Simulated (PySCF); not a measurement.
C3H6FNSi.

```xyz
12

N      2.4112     0.3158     0.4043
C      1.3476    -0.5392     0.1878
F      1.5356    -1.7204     0.7872
C      0.2376    -0.2945    -0.4814
C     -0.9114     0.0477    -1.0174
Si    -2.2429     0.9599    -0.0525
H      3.3126    -0.0897     0.1614
H      2.2881     1.2295    -0.0154
H     -1.1151    -0.2173    -2.0682
H     -1.7472     1.2419     1.3258
H     -2.5870     2.2476    -0.7342
H     -3.4917     0.1391     0.0165
```
Charge 0, spin multiplicity 1.

The structure is a stationary point at PBE0-D3(BJ)/def2-SVP. The structure was generated by enumeration; whether it is a known compound was not checked. Other conformers were not sampled.

These are PBE0/pcSseg-1 in PySCF values and carry that method's errors. Non-relativistic, no solvent.

Give the absolute GIAO shielding of each atom: isotropic value and principal components (ppm). (Estimate from the structure and the level; the computed values follow.)


```tsv
atom	σ(iso)	σ11	σ22	σ33	span
N1	203.1	171.4	214.2	223.7	52.3
C2	29.8	-15.0	18.6	85.9	100.9
F3	318.8	259.0	314.0	383.4	124.4
C4	-44.5	-129.6	-46.7	43.0	172.6
C5	74.9	-2.2	53.2	173.8	176.1
Si6	421.9	381.8	420.3	463.7	81.9
H7	29.0	22.9	26.1	38.1	15.2
H8	29.3	22.8	27.8	37.4	14.6
H9	24.7	22.7	24.9	26.4	3.7
H10	27.2	24.3	26.6	30.8	6.5
H11	26.9	24.3	25.0	31.4	7.1
H12	26.8	24.2	25.0	31.4	7.1
```
